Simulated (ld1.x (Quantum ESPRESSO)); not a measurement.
niobium: excitation energies, all-electron against TM

ld1.x (Quantum ESPRESSO) 7.5 input, shortened:

```
&input
   title='Nb', zed=41., rel=1, dft='PBE', iswitch=3,
   config='[Kr] 4d4 5s0.75 5p0.25'
 /
 &inputp
   pseudotype=2, tm=.true., lloc=-1, rcloc=2.15,
   nlcc=.true., new_core_ps=.true., rcore=2.15
 /
3
5S  1  0   0.75   0.00  2.95  2.95  0.0
5P  2  1   0.25   0.00  4.20  4.20  0.0
4D  3  2   4.00   0.00  2.25  2.25  0.0
 &test
   configts(1)='4d4 5s0.75 5p0.25'
 /
```

Energies are relative to the spin-unpolarised reference configuration 4d4 5s0.75 5p0.25; without spin polarisation the order of configurations can differ from experiment.

Q: Give the all-electron excitation energy and the error of the potential for: 4d4 5s1 5p0; 4d4 5s0 5p0; 4d3 5s0 5p0; 4d3 5s1 5p0; 4d4 5s0 5p1; 4d2 5s0 5p0; 4d4.5 5s0.5 5p0.

A:

```tsv
valence configuration	charge	ΔE all-electron (eV)	error AE − PS (meV)
4d4 5s1 5p0	0	-0.722	-0.1
4d4 5s0 5p0	+1	5.915	-13
4d3 5s0 5p0	+2	19.956	-60
4d3 5s1 5p0	+1	6.296	-53
4d4 5s0 5p1	0	2.230	-1.2
4d2 5s0 5p0	+3	44.680	-439
4d4.5 5s0.5 5p0	0	-0.164	-11
```

These tests converged, but a pseudo level misses the all-electron one widely, so the file describes the atom poorly there or has found another state: 4d2 5s0 5p0: empty 5s by 5.2 eV.

Note: ghost state, extra bound levels that the all-electron valence spectrum of the same l lacks: s at -28.3 eV. A true bound ghost makes a file unfit for plane-wave use.
